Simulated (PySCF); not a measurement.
A PySCF script (with the pyscf-properties extension) for the NMR shieldings of `N[Si@@H]1CNCCCO1`, C$_{4}$H$_{12}$N$_{2}$OSi, on a GFN2-xTB geometry:

```python
import basis_set_exchange as bse
import numpy as np
from pyscf import gto, dft
from pyscf.prop import nmr

atoms = """
N     0.937946   -1.438995    2.007698
Si    1.439765   -0.465387    0.673967
C     0.613623    1.243728    0.904112
N    -0.840398    1.245143    0.763163
C    -1.346841    1.100502   -0.580836
C    -1.296416   -0.294880   -1.232047
C     0.094096   -0.752643   -1.670904
O     0.855226   -1.263013   -0.615103
H     1.005654   -2.437743    1.888135
H     1.263898   -1.185042    2.925310
H     2.883305   -0.306135    0.453066
H     0.830458    1.657191    1.891953
H     1.006188    1.962922    0.180864
H    -1.234701    0.527818    1.364391
H    -0.811236    1.814173   -1.215807
H    -2.398869    1.409013   -0.547887
H    -1.689246   -1.034173   -0.530651
H    -1.943325   -0.279213   -2.111765
H     0.625995    0.076247   -2.154085
H    -0.000270   -1.568834   -2.396611
"""
names = dict.fromkeys(["N", "Si", "C", "O", "H"], "pcSseg-1")
basis = {el: gto.basis.parse(bse.get_basis(n, elements=[el], fmt="nwchem")) for el, n in names.items()}
mol = gto.M(atom=atoms, basis=basis, charge=0, verbose=0)
mf = dft.RKS(mol, xc="PBE0")
mf.grids.level = 2
mf.grids.alignment = dft.numint.BLKSIZE   # the property module wants whole blocks of grid points
mf.conv_tol = 1e-9
mf.kernel()

calc = nmr.RKS(mf)   # GIAO
C = mf.mo_coeff
Co = C[:, mf.mo_occ > 0]
resp = mf.gen_response(singlet=True, hermi=2)
def vind(x):   # induced exchange potential for any number of trial vectors
    d = np.einsum("pi,xij,qj->xpq", C, 2 * x.reshape(-1, C.shape[1], Co.shape[1]), Co, optimize=True)
    return np.einsum("xpq,pi,qj->xij", resp(d - d.transpose(0, 2, 1)), C, Co, optimize=True).ravel()
mo1, _ = nmr.rhf.solve_mo1(calc, with_cphf=vind)
sigma = calc.kernel(mo1)
for i, s in enumerate(sigma):   # ppm
    w = np.linalg.eigvalsh((s + s.T) / 2)
    print("%2d %-2s iso %8.1f  s11 %8.1f  s22 %8.1f  s33 %8.1f" % (i, mol.atom_pure_symbol(i), w.mean(), *w))
```

Problem. Give the expected output.

Solution. 
```
 0 N  iso    247.4  s11    204.7  s22    252.9  s33    284.8
 1 Si iso    359.4  s11    310.9  s22    373.0  s33    394.4
 2 C  iso    142.8  s11    122.6  s22    126.5  s33    179.3
 3 N  iso    225.0  s11    185.1  s22    213.3  s33    276.4
 4 C  iso    128.9  s11    113.1  s22    123.7  s33    149.7
 5 C  iso    142.1  s11    131.5  s22    144.9  s33    149.9
 6 C  iso    116.5  s11     89.1  s22    111.5  s33    148.8
 7 O  iso    293.2  s11    269.4  s22    294.5  s33    315.6
 8 H  iso     31.2  s11     23.8  s22     28.0  s33     42.0
 9 H  iso     32.0  s11     24.7  s22     27.2  s33     44.1
10 H  iso     26.5  s11     23.1  s22     24.0  s33     32.4
11 H  iso     29.1  s11     24.5  s22     27.4  s33     35.3
12 H  iso     29.7  s11     26.1  s22     28.4  s33     34.7
13 H  iso     31.3  s11     24.0  s22     30.8  s33     39.2
14 H  iso     29.5  s11     24.9  s22     28.9  s33     34.7
15 H  iso     28.1  s11     21.8  s22     27.9  s33     34.5
16 H  iso     30.1  s11     27.7  s22     28.6  s33     33.9
17 H  iso     30.0  s11     25.0  s22     28.6  s33     36.4
18 H  iso     27.8  s11     23.9  s22     26.6  s33     33.0
19 H  iso     27.4  s11     21.7  s22     27.3  s33     33.2
```

These numbers come from an equivalent density-fitted implementation of the same equations, which agrees with the script to about 0.01 ppm for H and up to a few tenths of a ppm for heavy atoms, so last digits may differ.

Problem. Turn these shieldings into chemical shifts. References, each an isolated molecule treated in the same way: 15N (σref 267.73) against NH3; TMS for 29Si (σref 349.16), 13C (σref 186.93), 1H (σref 31.72); H2O for 17O (σref 336.08).

Solution. Averaging equivalent atoms: N 3: 42.8; N 0: 20.3; Si 1: -10.3; C 6: 70.5; C 4: 58.1; C 5: 44.8; C 2: 44.1; O 7: 42.9; H 10: 5.20; H 19: 4.33; H 18: 3.88; H 15: 3.64; H 11: 2.65; H 14: 2.21; H 12: 1.97; H 17: 1.70; H 16: 1.64; H 13: 0.40; H 8/9: 0.10 ppm. Experimental scales use liquid or dissolved standards, which lie at an offset from isolated NH3 (liquid NH3: subtract about 20 ppm) and H2O (liquid H2O: subtract about 36 ppm).

Size and cost of the density-fitted run: 203 basis functions, 34 s wall time on 1 thread of an Arm Neoverse V2, shared host; peak memory 0.97 GiB.
